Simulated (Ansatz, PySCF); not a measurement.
Torsion H3–O1–Si2–H4 in H4OSi (SMILES O[SiH3]); at each angle all else is relaxed with GFN2-xTB, and the levels are single points there.
Geometry at 60° (charge 0, multiplicity 1):
```xyz
6

O      1.0845    -0.5062    -0.2453
Si    -0.4236     0.0336     0.0286
H      1.8567     0.0045    -0.0201
H     -0.6567     1.2829    -0.6992
H     -0.6252     0.2757     1.4587
H     -1.2208    -1.0720    -0.4755
```
Energies count from the point at 60°.

Correlated levels freeze the cores. CBS(a, b) extrapolates the correlation energy as X⁻³ and adds the Hartree–Fock energy of set b.

The values were computed with Ansatz (Gaussian orbitals); PySCF for the dispersion terms. Values without a source in brackets are computed.

Energies in kcal/mol.

```csv
dihedral (°),HF/cc-pV(Q+d)Z,PBE-D4/def2-TZVPP,PBE0-D3(BJ)/def2-TZVPP,"MP2/CBS(cc-pV(T+d)Z, cc-pV(Q+d)Z)","CCSD(T)/CBS(cc-pV(T+d)Z, cc-pV(Q+d)Z)"
0,0.15,0.33,0.28,0.31,0.30
20,[?],0.25,0.21,0.23,0.23
40,0.04,0.09,0.08,0.08,0.08
60,0.00,0.00,0.00,0.00,0.00
80,0.03,0.07,0.06,0.06,0.06
100,[?],0.23,0.20,0.22,0.21
120,0.15,0.33,0.28,0.31,0.30
```

### Question
Some entries are withheld; supply them.

### Answer

- 20, HF/cc-pV(Q+d)Z: 0.11
- 100, HF/cc-pV(Q+d)Z: 0.10

Ansatz is a quantum-chemistry and plane-wave program.
